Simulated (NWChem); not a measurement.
Program: NWChem. System: C3H2F3, charge 0, spin multiplicity 2, at a geometry optimised with UPBE/def2-SVP. The structure started from a generated list of species. Its SCF solution wasn't tested for a lower state. Level: UB2PLYP/def2-TZVP, 6 core orbitals frozen.

NWChem printed:

```
             Northwest Computational Chemistry Package (NWChem) 7.3.0
             --------------------------------------------------------

                                NWChem Input Module
                                -------------------

 Scaling coordinates for geometry "geometry" by  1.889725989
 (inverse scale =  0.529177249)

 Turning off AUTOSYM since
 SYMMETRY directive was detected!

                             Geometry "geometry" -> ""
                             -------------------------

 Output coordinates in angstroms (scale by  1.889725989 to convert to a.u.)

  No.       Tag          Charge          X              Y              Z
 ---- ---------------- ---------- -------------- -------------- --------------
    1 C                    6.0000     1.85052000     0.51393800     0.00000000
    2 C                    6.0000     0.69304100    -0.24271800     0.00000000
    3 F                    9.0000     0.76870100    -1.59091000     0.00000000
    4 C                    6.0000    -0.61312200     0.25865600     0.00000000
    5 F                    9.0000    -0.87573700     1.55614500     0.00000000
    6 F                    9.0000    -1.69383500    -0.49838000     0.00000000
    7 H                    1.0000     1.80021900     1.60935200     0.00000000
    8 H                    1.0000     2.82498200     0.00969700     0.00000000

 Effective nuclear repulsion energy (a.u.)     232.2369207884

            Nuclear Dipole moment (a.u.)
            ----------------------------
        X                 Y               Z
 ---------------- ---------------- ----------------
    -0.0000075589     0.0000000000     0.0000000000

      Symmetry information
      --------------------

 Group name             Cs
 Group number              2
 Group order               2
 No. of unique centers     8

      Symmetry unique atoms

     1    2    3    4    5    6    7    8


 Summary of "ao basis" -> "" (spherical)
 ------------------------------------------------------------------------------
       Tag                 Description            Shells   Functions and Types
 ---------------- ------------------------------  ------  ---------------------
 *                         def2-tzvp                  on all atoms

  dft_input: which_mp2 not specified, using semidirect MP2 by default.

                                 NWChem DFT Module
                                 -----------------

 Summary of "ao basis" -> "ao basis" (spherical)
 ------------------------------------------------------------------------------
       Tag                 Description            Shells   Functions and Types
 ---------------- ------------------------------  ------  ---------------------
 C                         def2-tzvp                11       31   5s3p2d1f
 F                         def2-tzvp                11       31   5s3p2d1f
 H                         def2-tzvp                 4        6   3s1p

 Summary of "ao basis" -> "ao basis" (spherical)
 ------------------------------------------------------------------------------
       Tag                 Description            Shells   Functions and Types
 ---------------- ------------------------------  ------  ---------------------
 C                         def2-tzvp                11       31   5s3p2d1f
 F                         def2-tzvp                11       31   5s3p2d1f
 H                         def2-tzvp                 4        6   3s1p

      Symmetry analysis of basis
      --------------------------

        a'        136
        a"         62

            General Information
            -------------------
          SCF calculation type: DFT
          Wavefunction type:  spin polarized.
          No. of atoms     :     8
          No. of electrons :    47
           Alpha electrons :    24
            Beta electrons :    23
          Charge           :     0
          Spin multiplicity:     2
          Use of symmetry is: on ; symmetry adaption is: on
          Maximum number of iterations: 100
          AO basis - number of functions:   198
                     number of shells:    74
          Convergence on energy requested:  1.00D-06
          Convergence on density requested:  1.00D-05
[...]
Node 0 wrote     76.6 Mb in      0.0 s     Agg I/O rate:  5584.5 Mb/s
 Done moints_semi at       78.4s
  mp2_eaftype                   124  avail_ma_in_mb                   384
 EAF : mp2_eaftype filesize         124   16313736.
  mp2_eaf for kh                   124
 Done maket at       78.6s
 Semi-direct pass number   5 of   6  for UHF alpha       at       78.6s
  vrange nnbf                 18346
  mp2_eaftype                   124  avail_ma_in_mb                   385
 EAF : mp2_eaftype filesize         124   16313736.
  mp2_eaf for mointskh                    124
Node 0 wrote     76.6 Mb in      0.0 s     Agg I/O rate:  5202.6 Mb/s
 Done moints_semi at       91.1s
  mp2_eaftype                   124  avail_ma_in_mb                   384
 EAF : mp2_eaftype filesize         124   16313736.
  mp2_eaf for kh                   124
 Done maket at       91.3s
 Semi-direct pass number   6 of   6  for UHF alpha       at       91.3s
  vrange nnbf                 18346
  mp2_eaftype                   124  avail_ma_in_mb                   385
 EAF : mp2_eaftype filesize         124   16313736.
  mp2_eaf for mointskh                    124
Node 0 wrote     76.6 Mb in      0.0 s     Agg I/O rate:  5178.9 Mb/s
 Done moints_semi at      104.4s
  mp2_eaftype                   124  avail_ma_in_mb                   384
 EAF : mp2_eaftype filesize         124   16313736.
  mp2_eaf for kh                   124
 Done maket at      104.5s
 Done multipass loop at      104.5s

 GA uses MA = F    GA memory limited = T

 Available:
  local mem=  4.42D+07
 global mem=  1.44D+08
 local disk=  0.00D+00
  mp2_memr nvloc                   175
  nvloc new                   175
   1 passes of  17:        5242880                     228666                 185636780.
   1 passes of  17: M     44212843           G      144100792           F      38969963.
  mp2_memr nvloc                   175
  nvloc new                   175
   2 passes of   9:        5242880                     158694                  98309820.
   2 passes of   9: M     44212843           G      144100792           F      38969963.
  mp2_memr nvloc                   175
  nvloc new                   175
   3 passes of   6:        5242880                     132455                  65562210.
   3 passes of   6: M     44212843           G      144100792           F      38969963.
  mp2_memr nvloc                   175
  nvloc new                   175
   4 passes of   5:        5242880                     123708                  54646340.
   4 passes of   5: M     44212843           G      144100792           F      38969963.
  mp2_memr nvloc                   175
  nvloc new                   175
   5 passes of   4:        5242880                     114962                  43730470.
   5 passes of   4: M     44212843           G      144100792           F      38969963.
  mp2_memr nvloc                   175
  nvloc new                   175
   6 passes of   3:        5242880                     106215                  32814600.
   6 passes of   3: M     44212843           G      144100792           F      38969963.

 Semi-direct pass number   1 of   6  for UHF beta        at      104.9s
  vrange nnbf                 18346
  mp2_eaftype                   125  avail_ma_in_mb                   385
 EAF : mp2_eaftype filesize         125   16407300.
  mp2_eaf for mointskh                    125
Node 0 wrote     77.1 Mb in      0.0 s     Agg I/O rate:  6160.8 Mb/s
 Done moints_semi at      117.5s
  mp2_eaftype                   125  avail_ma_in_mb                   384
 EAF : mp2_eaftype filesize         125   16407300.
  mp2_eaf for kh                   125
 Done maket at      117.6s
 Semi-direct pass number   2 of   6  for UHF beta        at      117.6s
  vrange nnbf                 18346
  mp2_eaftype                   125  avail_ma_in_mb                   385
 EAF : mp2_eaftype filesize         125   16407300.
  mp2_eaf for mointskh                    125
Node 0 wrote     77.1 Mb in      0.0 s     Agg I/O rate:  5353.4 Mb/s
 Done moints_semi at      130.3s
  mp2_eaftype                   125  avail_ma_in_mb                   384
 EAF : mp2_eaftype filesize         125   16407300.
  mp2_eaf for kh                   125
 Done maket at      130.5s
 Semi-direct pass number   3 of   6  for UHF beta        at      130.5s
  vrange nnbf                 18346
  mp2_eaftype                   125  avail_ma_in_mb                   385
 EAF : mp2_eaftype filesize         125   16407300.
  mp2_eaf for mointskh                    125
Node 0 wrote     77.1 Mb in      0.0 s     Agg I/O rate:  5440.4 Mb/s
 Done moints_semi at      143.5s
  mp2_eaftype                   125  avail_ma_in_mb                   384
 EAF : mp2_eaftype filesize         125   16407300.
  mp2_eaf for kh                   125
 Done maket at      143.7s
 Semi-direct pass number   4 of   6  for UHF beta        at      143.7s
  vrange nnbf                 18346
  mp2_eaftype                   125  avail_ma_in_mb                   385
 EAF : mp2_eaftype filesize         125   16407300.
  mp2_eaf for mointskh                    125
Node 0 wrote     77.1 Mb in      0.0 s     Agg I/O rate:  6269.3 Mb/s
 Done moints_semi at      156.6s
  mp2_eaftype                   125  avail_ma_in_mb                   384
 EAF : mp2_eaftype filesize         125   16407300.
  mp2_eaf for kh                   125
 Done maket at      156.7s
 Semi-direct pass number   5 of   6  for UHF beta        at      156.7s
  vrange nnbf                 18346
  mp2_eaftype                   125  avail_ma_in_mb                   385
 EAF : mp2_eaftype filesize         125   16407300.
  mp2_eaf for mointskh                    125
Node 0 wrote     77.1 Mb in      0.0 s     Agg I/O rate:  6138.1 Mb/s
 Done moints_semi at      169.2s
  mp2_eaftype                   125  avail_ma_in_mb                   384
 EAF : mp2_eaftype filesize         125   16407300.
  mp2_eaf for kh                   125
 Done maket at      169.3s
 Semi-direct pass number   6 of   6  for UHF beta        at      169.3s
  vrange nnbf                 18346
  mp2_eaftype                   125  avail_ma_in_mb                   385
 EAF : mp2_eaftype filesize         125   16407300.
  mp2_eaf for mointskh                    125
Node 0 wrote     51.4 Mb in      0.0 s     Agg I/O rate:  5989.6 Mb/s
 Done moints_semi at      182.0s
  mp2_eaftype                   125  avail_ma_in_mb                   384
 EAF : mp2_eaftype filesize         125   16407300.
  mp2_eaf for kh                   125
 Done maket at      182.1s
 Done multipass loop at      182.1s

          -------------------------------------------
          DFT energy                    -414.497690833949
          Unscaled MP2 energy             -1.408851674149
          Total DFT+MP2 energy          -414.878080785969
          -------------------------------------------

 -----------------------
 Performance information
 -----------------------

 Timer overhead =  1.34D-07 seconds/call

               Nr. of calls         CPU time (s)                 Wall time (s)                GFlops
             ---------------    -------------------     ------------------------------   -------------------
Name         Min   Avg   Max    Min     Avg     Max     Min     Avg     Max   Mx/calls   Min     Max     Sum
mp2: moin    12    12    12   1.53E+2 1.53E+2 1.53E+2  1.53E+2 1.53E+2 1.53E+2  13.      0.0     0.0     0.0
mp2: make    12    12    12    1.8     1.8     1.8      1.8     1.8     1.8    0.15      0.0     0.0     0.0
mp2: tota     1     1     1   1.55E+2 1.55E+2 1.55E+2  1.55E+2 1.55E+2 1.55E+2 1.55E+2   0.0     0.0     0.0

 The average no. of pstat calls per process was 2.50D+01
 with a timing overhead of 3.34D-06s

 Task  times  cpu:      182.1s     wall:      182.1s

 Total times  cpu:      182.1s     wall:      182.1s
```

Problem. Write an NWChem input that would produce this output.

Solution. Several could match; the one computed here: 
```
start mol
memory heap 200 mb stack 900 mb global 1100 mb
geometry units angstroms nocenter noautoz
  C      1.850520     0.513938     0.000000
  C      0.693041    -0.242718     0.000000
  F      0.768701    -1.590910     0.000000
  C     -0.613122     0.258656     0.000000
  F     -0.875737     1.556145     0.000000
  F     -1.693835    -0.498380     0.000000
  H      1.800219     1.609352     0.000000
  H      2.824982     0.009697     0.000000
  symmetry group Cs
end
basis spherical
  * library def2-tzvp
end
dft
  xc hfexch 0.53 becke88 0.47 lyp 0.73 mp2 0.27
  dftmp2
  odft
  mult 2
  semidirect memsize 60000000 filesize 0
  iterations 100
end
mp2
  freeze core 6
end
task dft energy
```
